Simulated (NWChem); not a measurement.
Molecule: BSiH₃OClF; SMILES [SiH3]OB(Cl)F

```xyz
8

B      0.2335     0.5209     0.0874
Cl    -0.2949     2.1591    -0.3182
F      1.3467     0.3829     0.8067
O     -0.4737    -0.5422    -0.3226
Si    -0.2332    -2.1964    -0.1010
H      1.0614    -2.6031    -0.7004
H     -1.3542    -2.8705    -0.7918
H     -0.2502    -2.5195     1.3467
```
Atoms are numbered in this order, from 1.

Level: B3LYP/6-31G* (spherical d) (NWChem), optimised geometry, unscaled harmonic frequencies. 

```tsv
frequency (cm⁻¹)	IR intensity (km/mol)
58	0.0
96	0.4
96	1.1
287	8.4
415	0.5
593	23.3
630	77.3
725	69.8
746	56.0
865	5.8
960	70.8
961	84.5
988	457.8
1225	548.1
1456	626.3
2273	79.3
2282	164.4
2304	140.3
```

The zero-point energy is 24.2 kcal/mol and the thermal correction to the enthalpy at 298.15 K (with zero-point energy) is 29.0 kcal/mol. The heat capacity Cv is 20.6 cal/(mol K), the entropy at 298.15 K and 1 atm (symmetry number 1) is 83.4 cal/(mol K) and the dipole moment comes out as 2.26 D.

Rigid rotor and harmonic oscillator; modes under 100 cm⁻¹ make the entropy uncertain.
